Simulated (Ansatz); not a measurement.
Species: sum formula H$_{6}$SiN$_{3}$O, charge 0, multiplicity 2. It need not be the lowest isomer of its formula. 
Geometry from a B3LYP-D3(BJ)/def2-TZVP (Ansatz, a first-principles code) optimisation:
```xyz
11

Si     0.0440    -0.0577     0.0275
O     -0.6549    -1.3559     0.7139
N     -1.4289     0.8562    -0.1705
N      1.1286     0.9359     0.8966
N      0.8244    -0.5031    -1.4126
H     -2.1200     0.5005    -0.8162
H     -1.8812     1.2758     0.6302
H      2.0776     0.6247     1.0316
H      0.8197     1.4960     1.6754
H      0.6186    -1.3666    -1.8843
H      1.4409     0.1009    -1.9282
```
Charge 0, spin multiplicity 2.

Basis-set convergence of Hartree-Fock and CCSD correlation energies (hartree) with Ansatz. Valence correlation only, unless marked. Open shells are spin-unrestricted. Spin-orbit coupling is left out. No relativistic terms.

```
basis        functions       E(HF)  E(corr, CCSD)
-----------  ---------  ----------  -------------
cc-pV(D+d)Z        109  -530.74661       -0.79614
cc-pV(T+d)Z        243           ?              ?
```

Task: Some entries are withheld; supply them.

Result: 
- cc-pV(T+d)Z, E(HF): -530.85970
- cc-pV(T+d)Z, E(corr, CCSD): -0.98890
